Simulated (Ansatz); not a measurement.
Stepwise reaction of `[OH][Nb]([OH])([OH])([OH])[F]` with hydrogen fluoride, as a gas-phase model of exchange steps in deposition or etching. ΔE in kJ/mol; ΔG adds harmonic PBE0-D4 terms to CCSD(T)/CBS, at 1 bar.

Calculated with Ansatz (gas phase, PBE0-D4/def2-TZVP geometries, no zero-point term in ΔE). CCSD(T)/CBS is the MP2 limit (def2-TZVPP, def2-QZVPP) plus CCSD(T) − MP2 in def2-TZVPP, frozen cores. This one scheme is used for every species. DFT in def2-TZVPP. B3LYP here is the variant with VWN-RPA as its local correlation; programs differ in this. Elements past krypton have def2 core potentials. For Nb outer-core shells are correlated without core-valence functions, which leaves a few kJ/mol of doubt a bond. Each species was taken in one conformer, which may not be the lowest.

```csv
step,reaction,PBE-D4,B3LYP-D4,ωB97M-V,CCSD(T)/CBS,ΔG(600 K)
1,`[OH][Nb]([OH])([OH])([OH])[F]` + H–F → `[OH][Nb]([OH])([OH])([F])[F]` + H₂O,-47.3,-45.9,-46.0,-39.1,-36.1
2,`[OH][Nb]([OH])([OH])([F])[F]` + H–F → `[OH][Nb]([OH])([F])([F])[F]` + H₂O,-36.0,-35.7,-36.0,-28.3,-36.9
4,`[OH][Nb]([F])([F])([F])[F]` + H–F → `[F][Nb]([F])([F])([F])[F]` + H₂O,-36.2,-33.7,-35.1,-28.1,-22.2
```

Task: Give the row of step 3, `[OH][Nb]([OH])([F])([F])[F]` + H–F → `[OH][Nb]([F])([F])([F])[F]` + H₂O. (Best estimate.)

Result: Computed: 
```
step                                                                  reaction  PBE-D4  B3LYP-D4  ωB97M-V  CCSD(T)/CBS  ΔG(600 K)
   3  `[OH][Nb]([OH])([F])([F])[F]` + H–F → `[OH][Nb]([F])([F])([F])[F]` + H₂O   -37.4     -35.4    -35.8        -29.0      -19.6
```

Task: By hand: ΔE of the 4 steps together at CCSD(T)/CBS.

Result: (-39.1) + (-28.3) + (-29.0) + (-28.1) = -124.5 kJ/mol, or -31.1 kJ/mol a step.

In ΔE step 1 is the lowest and step 4 the highest. All are downhill at CCSD(T)/CBS. ΔG lies between -36.9 and -19.6 kJ/mol a step. PBE-D4 differs from CCSD(T)/CBS by -8.4 to -7.7 kJ/mol a step. Only this route is followed, and other bonds may react first. Isolated molecules leave out the surface, adducts and barriers. Largest T1 diagnostic: 0.020.
